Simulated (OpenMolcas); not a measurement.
Ir2+ (d7) among equal point charges was computed by CASSCF with the d shell active (OpenMolcas, ANO-RCC-VDZP on the metal). Its lowest spin-free states, and all those of the highest spin:

```json
{"2S+1": "4", "Degeneracy": "2", "E (cm-1)": "0.0"}
{"2S+1": "4", "Degeneracy": "1", "E (cm-1)": "406.2"}
{"2S+1": "2", "Degeneracy": "2", "E (cm-1)": "7691"}
{"2S+1": "4", "Degeneracy": "1", "E (cm-1)": "8166"}
{"2S+1": "4", "Degeneracy": "2", "E (cm-1)": "9036"}
{"2S+1": "2", "Degeneracy": "1", "E (cm-1)": "13487"}
{"2S+1": "2", "Degeneracy": "1", "E (cm-1)": "14377"}
{"2S+1": "2", "Degeneracy": "2", "E (cm-1)": "14627"}
{"2S+1": "4", "Degeneracy": "1", "E (cm-1)": "14904"}
{"2S+1": "2", "Degeneracy": "2", "E (cm-1)": "15342"}
{"2S+1": "2", "Degeneracy": "2", "E (cm-1)": "17795"}
{"2S+1": "2", "Degeneracy": "1", "E (cm-1)": "19934"}
{"2S+1": "4", "Degeneracy": "2", "E (cm-1)": "20810"}
{"2S+1": "4", "Degeneracy": "1", "E (cm-1)": "21499"}
```

Q: Is the site octahedral, tetrahedral or cube-like, axial, or of lower symmetry?

A: The states with 2S+1 = 4 have orbital degeneracies 2, 1, 1, 2, 1, 2, 1. There are pairs but no triples, so the site is axial: not cubic, but with a proper or improper axis of order three or more. The run had Ir2+ among 6 point charges of -1.7 e arranged as a trigonal antiprism (D3d), 2.19 Å from the ion, with a polar angle of 49.3° against the regular 54.74°.

Spin-orbit coupling mixes the spin-free states strongly: the lowest level takes only 67 % from its leading state, 4E. An orbital doublet at a regular site is open to a Jahn-Teller distortion, which this geometry leaves out. Without dynamic correlation the repulsion within the d shell is too large (B by tens of per cent), so at a given field states of lower spin stand too high. This shell can be high or low spin here, a state of another spin lies low, and with metal d orbitals alone active their balance is uncertain, so the ground spin may be wrong. Point charges give a weaker field than real ligands, and real ions of this kind are as a rule low spin; the high spin found here belongs to the model. This is an electrostatic model: the charges have no orbitals. No measured value stands beside these numbers.
